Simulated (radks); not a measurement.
Task: Hf+, configuration [Xe] 4f14 5d1 6s2. Method: Dirac Kohn-Sham, relativistic LDA (MacDonald-Vosko exchange, VWN5 correlation), spin-unpolarised, spherical densities, finite nucleus; open shells fill j = l - 1/2 first; Fermi nuclear charge, rms radius 5.347 fm; computed with a radial shooting solver on a logarithmic mesh with Libxc functionals. Some entries of the table are withheld. Estimate them.

orbital  occ.  eigenvalue (eV)  <r^2> (bohr^2)  r(max) (bohr)
1s1/2       2        -64741.81       0.0004995            (1)
2s1/2       2        -11087.49        0.007640        0.06854
2p1/2       2        -10602.18        0.005468        0.05108
2p3/2       4        -9425.188        0.006670        0.05769
3s1/2       2        -2534.092         0.05003         0.1931
3p1/2       2              (2)         0.04596         0.1809
3p3/2       4              (3)         0.05261         0.1945
3d3/2       4        -1692.399         0.04092         0.1525
3d5/2       6        -1637.020         0.04275         0.1563
4s1/2       2        -516.9879          0.2493         0.4390
4p1/2       2        -427.4984          0.2579         0.4391
4p3/2       4        -369.4865          0.2947         0.4682
4d3/2       4        -221.4626          0.3253         0.4663
4d5/2       6        -210.7853          0.3396         0.4756
5s1/2       2         -75.9343           1.453          1.018
5p1/2       2         -50.3683           1.811          1.099
5p3/2       4         -42.5160           2.134          1.186
4f5/2       6         -27.4314          0.5769         0.4510
4f7/2       8         -25.6817          0.6008         0.4563
6s1/2       2         -12.0140           10.84            (4)
5d3/2       1         -11.2500           5.381          1.610
5d5/2       0         -10.6818           5.752          1.661
6p1/2       0              (5)           16.38          3.311
6p3/2       0              (6)           18.78          3.570
7s1/2       0          -3.2344           59.14          6.673

Result: 
(1) 1s1/2 r(max) (bohr): 0.01196
(2) 3p1/2 eigenvalue (eV): -2316.549
(3) 3p3/2 eigenvalue (eV): -2064.101
(4) 6s1/2 r(max) (bohr): 2.723
(5) 6p1/2 eigenvalue (eV): -7.5477
(6) 6p3/2 eigenvalue (eV): -6.8119
